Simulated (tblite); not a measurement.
silicon monosulfide (SSi), singlet, at a GFN2-xTB geometry; tblite 0.6.0 with GFN1-xTB.

tblite was given this input:
```
$ tblite run mol.xyz --method gfn1 --charge 0 --spin 0 --spin-polarized --json tblite.json --no-restart

# file mol.xyz
2

Si    -0.00000000    -0.00000000    -1.06660351
S      0.00000000     0.00000000     0.93327807
```

Problem. Write the output that tblite gives for this input, abridged.

Solution. 
```
xTB calculator
 | screened Coulomb repulsion
 | Coulomb electrostatics
 |  * isotropic Klopman-Ohno-Mataga-Nishimoto electrostatics
 |  * onsite third-order electrostatics
 | DFT-D3(BJ) dispersion correction
 | Interactions (1)
 | [1] spin polarization

halogen bonding energy    0.0000000000000E+00 Eh
repulsion energy          2.6596317572850E-02 Eh
dispersion energy        -4.9629885063290E-04 Eh
interaction energy        0.0000000000000E+00 Eh
number of electrons       1.0000000000000E+01 e
integral cutoff           2.8146159136829E+01 bohr

------------------------------------------------------------
  cycle        total energy    energy error   density error
------------------------------------------------------------
      1     -5.435464132695  -5.4615642E+00   4.4459769E-01
      2     -5.487237580759  -5.1773448E-02   1.5742412E-01
      3     -5.515025199917  -2.7787619E-02   1.4833978E-01
      4     -5.523168088356  -8.1428884E-03   3.7092066E-02
      5     -5.523909817685  -7.4172933E-04   1.8050270E-02
      6     -5.524122694451  -2.1287677E-04   2.7848367E-03
      7     -5.524127328970  -4.6345184E-06   1.3020229E-04
      8     -5.524127339560  -1.0590268E-08   3.0679502E-05
      9     -5.524127340112  -5.5158456E-10   8.1952393E-07
------------------------------------------------------------

electronic energy        -5.5502273588339E+00 Eh
total energy             -5.5241273401116E+00 Eh

Post processing:
 | Mayer-Wiberg bond orders

[Info] JSON dump of results written to 'tblite.json'
```
